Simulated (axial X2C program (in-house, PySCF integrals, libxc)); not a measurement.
# BeN: bond constants with and without spin–orbit coupling

Computed with an axial X2C code built on PySCF integrals. Spin-free means the one-electron spin-free X2C Hamiltonian; two-component (2c) means X2C with spin–orbit coupling and atomic mean-field two-electron Coulomb and Gaunt terms, so the difference of the two also holds small scalar two-electron terms. Basis: N dyall-av3z [7s7p3d2f], Be dyall-cv3z [8s8p3d1f] (cores contracted in-house); Gaussian nuclei, density fitting, unrestricted open shells. Masses: N 14.003 u, Be 9.012 u.

State, spin-free: M_S = 3/2, Λ = 0 (beyond evenly filled blocks: σα, π+α, π-α); electrons by block: σα: 5, σβ: 4, π+α: 1, π-α: 1. Fragments: N + Be.

State, 2c: Ω = 3/2 (⟨Sz⟩ = 1.50, ⟨Lz⟩ = 0.00 at PBE0); electrons by block: 1/2: 5, -1/2: 5, 3/2: 1. Fragments: N + Be.

```
Hamiltonian  level  Re (Å)  ωe (cm⁻¹)  ωexe (cm⁻¹)  Be (cm⁻¹)  De (eV)  D0 (eV)  μ (D)
  spin-free     HF   1.590      985.8         9.42      1.216     1.05    0.988   1.66
  spin-free    MP2   1.603      959.6         7.68      1.196     1.67     1.61    n/a
         2c   PBE0   1.598      951.6         9.27      1.204     2.08     2.02   1.39
         2c  TPSSh   1.611      924.9         9.13      1.185     2.11     2.06   1.28
```

Spin-free values that have a 2c row agree with it to the digits that matter (0.001 Å, 0.01 eV) and are not repeated.

Correlated methods: 7 electrons correlated (number of frozen shells: N 1 s; Be 1 s), 177 virtual spin orbitals or spinors in MP2.

Dipoles are positive if Be is the positive end.

The state is one determinant whose occupation by symmetry is held fixed; it was picked as the lowest of a PBE0 search that is not exhaustive. Dissociation energies refer to the lowest single-determinant-based atoms at the same level and basis. Density functionals use the spin component along the axis (collinear). Other states lie close and PBE0, whose exact exchange favours high spin, may order them wrongly; the determinant shown need not be the ground state. The nearest other spin-free determinant of the search, M_S = 1/2, Λ = 0, lies 0.12 eV up at the distance of the search. With several unpaired electrons one determinant need not be a pure state. This is the top spin component of a Σ state; components of lower Ω are not single determinants and can lie lower.

No reliable constants came from CCSD (2c), CCSD (spin-free), CCSD(T) (2c), CCSD(T) (spin-free), HF (2c), MP2 (2c): no minimum in range, unconverged points, a curve that is not smooth, a change of character along it, or the two Hamiltonians disagreeing along it.

Rough cost a point (2c) on 1 thread(s) of a shared host, integrals apart: PBE0 0.4 s, TPSSh 0.8 s.

The whole task took 61 s on 1 thread of Arm Neoverse V1 (shared host).
